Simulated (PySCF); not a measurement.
## Dipole moment and polarisability of `C#CCC(=O)C(=C)F`

Compound: C₆H₅FO.
Geometry (GFN2-xTB, Å), atoms numbered from 1 in this order:
```
atom  x, y, z in Å
C1     2.4750    0.9910    0.5483
C2     1.8373    0.0609    0.1492
C3     1.0223   -1.0491   -0.3070
C4    -0.3891   -0.8557    0.2130
O5    -0.8927   -1.5636    1.0499
C6    -1.1231    0.3028   -0.3625
C7    -2.3187    0.7044    0.0480
F8    -0.4949    0.9466   -1.3683
H9     3.0620    1.7939    0.8806
H10    1.4234   -1.9894    0.0779
H11    1.0156   -1.0635   -1.4007
H12   -2.8174    1.5495   -0.3920
H13   -2.8040    0.1728    0.8457
```

Level: PBE0/def2-SVPD (PySCF), static field, nuclei fixed, core orbitals frozen in the response. The polarisability tensor in these axes (au):

```
x   88.39  1.73 -0.76
y    1.73 72.52 -1.39
z   -0.76 -1.39 57.27
```

Question: Diagonalise the tensor; give its mean and Δα, where Δα² is half the sum of the squared differences of the eigenvalues.

Answer: Principal values 57.13, 72.44 and 88.60 au; mean 72.72 au = 10.78 Å³ = 11.99 × 10⁻⁴⁰ C²·m²/J; Δα = 27.26 au (37 % of the mean).

Question: What is the dipole moment, and where does it point?

Answer: (-0.08, 0.93, -0.93) D, 1.32 D in size, pointing from the negative to the positive side. Measured along this direction, the outermost atoms are O5 at the negative end and F8 at the positive end.

Question: Traceless (Buckingham) quadrupole moment about the centre of nuclear charge: eigenvalues?

Answer: -12.00, 3.83, 8.18 D·Å. The values depend on the origin, since the dipole doesn't vanish. The electronic extent ⟨r²⟩ about the same centre is 929 bohr², a root-mean-square distance of 2.12 Å for the 58 electrons.

Question: Find the Langevin capture rate constant for O2+ (31.990 u) meeting this molecule (112.032 u), k = 2.342 × 10⁻⁹ cm³/s × √(α in Å³ / reduced mass in u).

Answer: The reduced mass is 24.88 u, so k = 1.54 × 10⁻⁹ cm³/s. The formula leaves out the permanent dipole, which adds to the capture rate.

Question: What depolarisation ratio follows for Rayleigh scattering of linearly polarised light, taking the static tensor?

Answer: ρ = 3Δα²/(45ᾱ² + 4Δα²) = 2229.1/(238001 + 2972.2) = 0.00925.

Question: In a dilute gas of rigid molecules at 273 K, how does the orientational term μ²/3kT compare with the electronic polarisability?

Answer: In Gaussian units μ²/3kT = 15.42 Å³ against 10.78 Å³, a ratio of 1.43; the Debye molar polarisation (4π/3)N_A(α + μ²/3kT) is 66.1 cm³/mol, leaving out the vibrational part.

Question: What would n − 1 = 2πNα be for an ideal gas of these molecules at 298.15 K and 1 atm, electronic part alone?

Answer: N = p/kT = 2.4615 × 10¹⁹ cm⁻³, so n − 1 = 2π × N × 10.78 × 10⁻²⁴ cm³ = 1667 × 10⁻⁶ at long wavelengths.

The structure is a single GFN2-xTB conformer in the gas phase; no vibrational or solvent corrections.
